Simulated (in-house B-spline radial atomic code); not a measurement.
A calculation on Xe⁸⁺: its settings, and results tabulated from the run. Method: scalar-relativistic (X2C) CAM-B3LYP, spin-polarised, spherical fractional occupations, exact exchange averaged over the configuration, Fermi nucleus of rms radius 4.7859 fm. Calculated with a radial B-spline atomic code at the basis-set limit.

Command:
```bash
python run_scf.py task.json out
```
Settings (nuclear radius in fm, mass in u):
```
Z                54
configuration    [Kr] 4d10
hamiltonian      x2c
method           camb3lyp
spin_polarised   True
nucleus          fermi
rms_radius       4.7859
atomic_mass      131.90416
speed_of_light   137.035999084
exact_exchange   averaged over the configuration
```

Output (hartree, bohr):
```
 radial grid: 65 intervals, B-splines of order 8, outer radius 11.954 bohr

 iter        energy (Eh)    residual
    1       -7404.084296    1.30e+00
    2       -7423.358069    6.79e-01
    3       -7430.738133    1.84e-01
    4       -7431.236923    5.13e-02
    5       -7431.259723    2.24e-02
    6       -7431.268315    2.14e-03
    7       -7431.268343    1.89e-04
    8       -7431.268344    5.82e-06
    9       -7431.268344    1.37e-07

 total energy                     -7431.26834
 kinetic                            7896.9106
 electron-nucleus                 -17880.8992
 Hartree                            2738.6322
 exact exchange                      -38.6517
 exchange-correlation               -147.2602

 orbital      occ     eigenvalue          <r>       <r^2>       <1/r>       r_max
 1s up      1.000     -1267.9855    0.0260343 0.000929158     61.1658     0.01641
 1s down    1.000     -1267.9855    0.0260343 0.000929158     61.1658     0.01641
 2s up      1.000      -201.6399     0.114032   0.0154002     13.9471     0.09684
 2s down    1.000      -201.6399     0.114032   0.0154002     13.9471     0.09684
 2p up      3.000      -181.4914      0.09998   0.0122179     12.8023     0.07745
 2p down    3.000      -181.4914      0.09998   0.0122179     12.8023     0.07745
 3s up      1.000       -44.8914     0.305817    0.107016     4.93435       0.279
 3s down    1.000       -44.8914     0.305817    0.107016     4.93435       0.279
 3p up      3.000       -38.3353     0.303751    0.107083     4.58593      0.2727
 3p down    3.000       -38.3353     0.303751    0.107083     4.58593      0.2727
 3d up      5.000       -28.5383     0.280563   0.0930437     4.31611      0.2258
 3d down    5.000       -28.5383     0.280563   0.0930437     4.31611      0.2258
 4s up      1.000       -11.5892       0.7139    0.574998     1.98837      0.6603
 4s down    1.000       -11.5892       0.7139    0.574998     1.98837      0.6603
 4p up      3.000        -9.4790      0.75854    0.653803     1.80963      0.6915
 4p down    3.000        -9.4790      0.75854    0.653803     1.80963      0.6915
 4d up      5.000        -6.3440     0.851748    0.839105     1.54841      0.7426
 4d down    5.000        -6.3440     0.851748    0.839105     1.54841      0.7426

 Slater integrals (Eh)
   F0(4p up,4p up)               1.184041
   F2(4p up,4p up)               0.622708
   F0(4p up,4p down)             1.184041
   F2(4p up,4p down)             0.622708
   F0(4p up,4d up)               1.114740
   F2(4p up,4d up)               0.571821
   G1(4p up,4d up)               0.727791
   G3(4p up,4d up)               0.453633
   F0(4p up,4d down)             1.114740
   F2(4p up,4d down)             0.571821
   F0(4p down,4p down)           1.184041
   F2(4p down,4p down)           0.622708
   F0(4p down,4d up)             1.114740
   F2(4p down,4d up)             0.571821
   F0(4p down,4d down)           1.114740
   F2(4p down,4d down)           0.571821
   G1(4p down,4d down)           0.727791
   G3(4p down,4d down)           0.453633
   F0(4d up,4d up)               1.057083
   F2(4d up,4d up)               0.540028
   F4(4d up,4d up)               0.360649
   F0(4d up,4d down)             1.057083
   F2(4d up,4d down)             0.540028
   F4(4d up,4d down)             0.360649
   (list cut)
```

Run time, properties included: 1.9 s on 1 thread of Arm Neoverse N1, with other jobs on the host.

One-electron X2C: radii and densities carry no picture-change correction, so inner-shell <1/r> comes out high (for 1s by about 2 % at Z = 33, 5 % at 54, 10 % at 75, 30 % at 118) and <r> low.
